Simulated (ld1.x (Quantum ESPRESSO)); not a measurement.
## Ranking TM potentials for ruthenium

All share these settings but for the change named:

ruthenium (Ru), norm-conserving Troullier–Martins (Kleinman–Bylander form), made with ld1.x (Quantum ESPRESSO) 7.5 (LDA (PZ), scalar-relativistic). Core [Ar] 3d10, reference 4s2 4p6 4d6 5s0 5p0 (charge +2). Waves: 4s (bound): rc 1.45 bohr; 4p (bound): rc 1.80 bohr; 4d (bound): rc 1.85 bohr. Local part: the d channel. Core correction: Bessel-smoothed model core, default radius (core density twice the valence density).

Test errors are all-electron minus pseudo excitation energies from the reference, over 4s2 4p6 4d7 5s1 5p0; 4s2 4p6 4d7 5s0 5p0; 4s2 4p6 4d5 5s0 5p0; 4s2 4p6 4d4 5s0 5p0; 4s2 4p6 4d6 5s1 5p1; 4s2 4p6 4d6 5s1 5p0; 4s2 4p5 4d7 5s1 5p0. None of these files shows a bound ghost.

The base gives 293.6 meV.

Of 8 variants that were run, those that failed, showed a ghost or another fault, or gave nearly equal values are left out.

Q: Rank these variants by their largest absolute test error, smallest first.
A. all radii but the core radius scaled by about 1.38 (s 2.00, p 2.50, d 2.56 bohr)
B. all radii but the core radius scaled by about 1.17 (s 1.70, p 2.10, d 2.16 bohr)
C. all radii but the core radius scaled by about 1.24 (s 1.80, p 2.24, d 2.30 bohr)
D. all radii but the core radius scaled by about 0.74 (s 1.08, p 1.32, d 1.36 bohr)
E. all radii but the core radius scaled by about 1.33 (s 1.92, p 2.38, d 2.46 bohr)

A: D (34.2 meV), B (1162.5 meV), C (1681.1 meV), E (2265.5 meV), A (2946.9 meV).
